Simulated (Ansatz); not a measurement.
C$_{4}$H$_{2}$F$_{4}$, SMILES `FC(F)C#CC(F)F`, relaxed with RKS PBE-D4/def2-SVP in Ansatz from a rough embedded geometry. The force threshold is 0.03 eV/Å; the program also tests the step.

Total charge 0; spin multiplicity 1.

Start:

```xyz
10

F     2.327    1.624    0.315
C     1.243    1.207    1.114
F     1.778    0.469    2.125
C     0.400    0.339    0.273
C    -0.377   -0.373   -0.306
C    -1.278   -1.209   -1.098
F    -2.264   -1.632   -0.311
F    -1.814   -0.488   -2.121
H     0.744    2.121    1.528
H    -0.758   -2.057   -1.519
```

(1) By how much does the energy fall, and how many steps does the optimiser take? (Best estimate.)

(2) Which bonds change most? (Best estimate.)

(3) Give the relaxed structure. (Estimate.)

Answers

(1) The calculation gave: 13.18 kJ/mol, in 4 steps.

(2) The calculation gave: F1–C2 from 1.409 to 1.366 Å; C6–F7 from 1.331 to 1.366 Å; C6–H10 from 1.080 to 1.115 Å; C4–C5 from 1.203 to 1.221 Å.

(3) The calculation gave: 
```xyz
10

F     2.326    1.641    0.332
C     1.290    1.201    1.105
F     1.806    0.503    2.159
C     0.397    0.340    0.316
C    -0.391   -0.339   -0.324
C    -1.289   -1.200   -1.106
F    -2.304   -1.663   -0.318
F    -1.835   -0.495   -2.141
H     0.747    2.090    1.505
H    -0.746   -2.078   -1.529
```
